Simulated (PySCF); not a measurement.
# Os⁺: ionisation energy

Os⁺ [Xe] 4f14 5d6 6s1 (6D) → Os²⁺ [Xe] 4f14 5d6 (5D), as a difference of total energies. All numbers are calculated (PySCF 2.14, the spin-free X2C one-electron Hamiltonian (Gaussian nucleus), in x2c-TZVPPall (11s7p7d3f1g, 97 functions)). Correlated levels: valence: [Xe] 4f14 frozen. The calculations carry no spin-orbit coupling.

| method | ionisation energy (eV) |
| --- | --- |
| UHF | 16.060 |
| LDA | 17.924 |
| PBE | 17.606 |
| PBE0 | 17.329 |
| r2SCAN | 17.674 |
| LC-wPBE | 17.008 |
| r2SCAN0 | 17.439 |
| revPBE | 17.502 |
| MP2 (valence) | 16.848 |
| SCS-MP2 (valence) | 16.507 |

Task: How much does correlation contribute at MP2 (valence)?

Result: 16.848 − (16.060) = 0.788 eV, measured against UHF.

A first-order spin-orbit estimate (lowest level to lowest level, LS coupling) adds -0.022 eV.

Errors of the correlated levels include the incompleteness of this basis and the frozen core.

For comparison: 17 ± 1 eV (semi-empirical (NIST evaluation); NIST Atomic Spectra Database, ionization energies).
